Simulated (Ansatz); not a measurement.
`NB(N)CO`, relaxed with RKS PBE0-D4/def2-TZVP in Ansatz from a PBE-D4/def2-SVP geometry. The force threshold is 0.005 eV/Å; the program also tests the step.

Charge 0, multiplicity 1.

Start:

```xyz
12

N     0.242   -1.329    0.664
B    -0.317   -0.084    0.270
N    -1.385    0.555    0.959
C     0.347    0.602   -1.020
O     1.617    0.033   -1.378
H    -0.088   -1.924    1.423
H     0.926   -1.764    0.043
H    -1.884    0.152    1.750
H    -1.735    1.472    0.689
H    -0.317    0.440   -1.899
H     0.412    1.716   -0.911
H     2.184    0.132   -0.591
```

Q: How much energy does the relaxation release, and in how many steps? (Best estimate.)

A: Ansatz gave: 5.11 kJ/mol, in 7 steps.

Q: Which bonds change most? (Estimate.)

A: The calculation gave: C4–H11 from 1.121 to 1.101 Å; C4–H10 from 1.114 to 1.096 Å; N1–H7 from 1.021 to 1.005 Å; O5–H12 from 0.976 to 0.960 Å.

Q: Give the relaxed structure. (Estimate.)

A: Ansatz gave: 
```xyz
12

N     0.224   -1.334    0.669
B    -0.306   -0.091    0.266
N    -1.368    0.544    0.948
C     0.342    0.604   -1.010
O     1.608    0.066   -1.391
H    -0.121   -1.889    1.431
H     0.904   -1.797    0.092
H    -1.869    0.137    1.717
H    -1.711    1.449    0.682
H    -0.313    0.448   -1.874
H     0.409    1.696   -0.886
H     2.201    0.167   -0.643
```
